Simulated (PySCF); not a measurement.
Geometry (Å), atoms numbered from 1 in this order:
```xyz
9

Si    0.010   -0.002   -0.006
S    -0.180   -0.041    2.121
H     0.337    1.196    2.296
S     1.998   -0.032   -0.786
H     2.239   -1.305   -0.395
S    -0.844    1.849   -0.649
H    -0.468    1.689   -1.939
S    -0.925   -1.789   -0.712
H    -2.035   -1.633    0.046
```

Geometry: PBE0-D3(BJ)/def2-SVP; GIAO absolute shieldings from PySCF 2.14, gas phase, non-relativistic, averaged over equivalent atoms.

At KT2/pcSseg-1 (140 basis functions, 40 s wall time on 1 thread of an Intel Xeon, shared host):
| atoms | σ (ppm) |
| --- | --- |
| Si1 | 316.2 |
| S2/S4/S6/S8 | 606.4 |
| H3/H5/H7/H9 | 29.40 |

Predict the values at PBE0/pcSseg-1 on the same geometry.

Results:


```csv
atoms,σ at PBE0/pcSseg-1,change
Si1,302.7,-13.5
S2/S4/S6/S8,619.0,+12.6
H3/H5/H7/H9,29.57,+0.17
```

The largest change is at Si1 (silicon bonded to 4 S). Cost: 140 basis functions, 48 s wall time on 1 thread of an Intel Xeon, shared host.
